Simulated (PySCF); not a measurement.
A geometry optimisation, step by step.

Species: [RuNF4]- (charge -1 and singlet state).
Bonds: Ru1–N2, Ru1–F3, Ru1–F4, Ru1–F5, Ru1–F6.

Method: PySCF, PBE0-D3(BJ)/def2-SVP geometry optimisation, gas phase, def2 core potentials past Kr; density fitting, grid level 1; the optimiser is geomeTRIC in internal coordinates, started from a GFN2-xTB structure with every atom displaced at random (about 0.03 Å). The frame can shift and turn from step to step; on so coarse a grid that alone can change the energy by a few meV, and forces under 0.02 eV/Å are noise.

Step 0: E = -14920.4805 eV, largest atomic force 6.369 eV/Å
```
atom  x, y, z in Å  |  force x, y, z in eV/Å
Ru1     0.063   -0.076    0.144   -4.261   4.015   2.508
N2     -0.015   -0.020    1.761    0.498  -0.445  -3.240
F3      1.763    0.006   -0.504    1.942  -0.436  -0.392
F4      0.086    1.834   -0.478   -0.045  -1.602   0.688
F5     -1.832   -0.033   -0.503    1.568  -0.188   0.649
F6     -0.003   -1.806   -0.489    0.297  -1.343  -0.213
```

Step 1: E = -14920.9200 eV, largest atomic force 1.918 eV/Å
```
atom  x, y, z in Å  |  force x, y, z in eV/Å
Ru1    -0.017    0.000    0.121    1.094  -0.758  -1.381
N2      0.046   -0.029    1.669   -0.317   0.109   1.403
F3      1.808   -0.028   -0.417    0.098   0.123  -0.069
F4      0.030    1.788   -0.480   -0.211   0.422  -0.018
F5     -1.808   -0.025   -0.469   -0.502   0.173  -0.004
F6      0.004   -1.801   -0.492   -0.162  -0.069   0.069
```

Step 2: E = -14920.9655 eV, largest atomic force 0.247 eV/Å
```
atom  x, y, z in Å  |  force x, y, z in eV/Å
Ru1     0.015   -0.023    0.115   -0.068   0.150  -0.143
N2     -0.003   -0.006    1.684    0.072  -0.125  -0.201
F3      1.834   -0.018   -0.470   -0.139  -0.051   0.131
F4      0.017    1.795   -0.447    0.028  -0.004   0.024
F5     -1.800   -0.009   -0.468    0.059  -0.039   0.067
F6      0.001   -1.834   -0.484    0.048   0.069   0.123
```

Step 3: E = -14920.9715 eV, largest atomic force 0.137 eV/Å
```
atom  x, y, z in Å  |  force x, y, z in eV/Å
Ru1     0.010   -0.017    0.109    0.011   0.042  -0.031
N2      0.010   -0.022    1.677   -0.021  -0.008  -0.136
F3      1.830   -0.020   -0.452   -0.011   0.004   0.026
F4      0.016    1.802   -0.459   -0.002  -0.040   0.050
F5     -1.807   -0.011   -0.466    0.017   0.006   0.046
F6      0.005   -1.827   -0.478    0.005  -0.004   0.045
```

Step 4: E = -14920.9727 eV, largest atomic force 0.087 eV/Å
```
atom  x, y, z in Å  |  force x, y, z in eV/Å
Ru1     0.010   -0.017    0.102    0.018   0.007  -0.077
N2      0.008   -0.022    1.668   -0.014  -0.014   0.084
F3      1.831   -0.018   -0.450    0.031   0.003  -0.009
F4      0.014    1.802   -0.453    0.002   0.043  -0.005
F5     -1.807   -0.011   -0.463   -0.036  -0.002   0.001
F6      0.008   -1.830   -0.474    0.000  -0.037   0.006
```

Step 5: E = -14920.9731 eV, largest atomic force under 0.02 eV/Å
```
atom  x, y, z in Å  |  force x, y, z in eV/Å
Ru1     0.010   -0.016    0.101   -0.001  -0.008  -0.018
N2      0.006   -0.025    1.667   -0.003   0.001   0.017
F3      1.832   -0.017   -0.450    0.006   0.006  -0.004
F4      0.014    1.805   -0.452    0.002   0.005   0.003
F5     -1.809   -0.012   -0.462   -0.003   0.002  -0.001
F6      0.010   -1.832   -0.472   -0.001  -0.006   0.002
```

**Question.** Summarise the path.

**Answer.** The energy falls by 0.4926 eV from step 0 to step 5; nine tenths of that is first reached at step 2. It falls at every step. The largest force goes from 6.369 to under 0.02 eV/Å. Among the bonds Ru1–F4 changes most, from 2.008 to 1.904 Å; the atoms move by 0.077 Å rms after alignment.

What follows is the cost of the whole optimisation. The run took 29 s wall on one thread, Arm Neoverse V2 (aarch64), no GPU, shared host with 32 logical CPUs at a one-minute load of 27, and the process peaked at 0.40 GiB of memory.
